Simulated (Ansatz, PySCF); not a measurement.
Ge(H)2(F)(Et) (C₂H₇FGe), SMILES C[CH2][GeH2][F]. Atoms are numbered in the order given.

```xyz
11

Ge     0.5399     0.3965    -0.1736
F      1.1985    -0.8565     0.8710
C     -1.2343    -0.2324    -0.7104
C     -2.1337    -0.5518     0.4878
H      0.4850     1.6723     0.6938
H      1.5297     0.5389    -1.3484
H     -1.6826     0.5425    -1.3562
H     -1.0859    -1.1224    -1.3441
H     -1.6729    -1.3147     1.1342
H     -2.3126     0.3415     1.1083
H     -3.1160    -0.9324     0.1642
```

Geometry optimised at B3LYP-D3(BJ)/def2-SVP. One conformer was computed; it need not be the lowest.

Vertical ionisation energy (IE) and electron affinity (EA) in eV. Rows of orbital energies are one-electron estimates. Where ΔSCF, EOM or ADC give a negative EA the extra electron is unbound and the value depends on the basis.

```tsv
level	IE	EA
−ε(HOMO), −ε(LUMO), PBE0/def2-TZVP (PySCF)	8.49	-0.33
−ε(HOMO), −ε(LUMO), PBE/def2-TZVP (PySCF)	7.18	0.58
ΔSCF, PBE0/def2-SVPD (Ansatz), final states of multiplicity 2 and 2	10.66	-1.59
ΔSCF, PBE/def2-SVPD (Ansatz), final states of multiplicity 2 and 2	10.29	-1.39
```

**Question.** What vertical singlet–triplet gap does ΔSCF give with PBE0/def2-SVPD (Ansatz, a first-principles code) and with PBE/def2-SVPD (Ansatz)? (Estimate from the structure and the level; the computed values follow.)

**Answer.** 6.94 and 6.48 eV (triplet above singlet where positive).
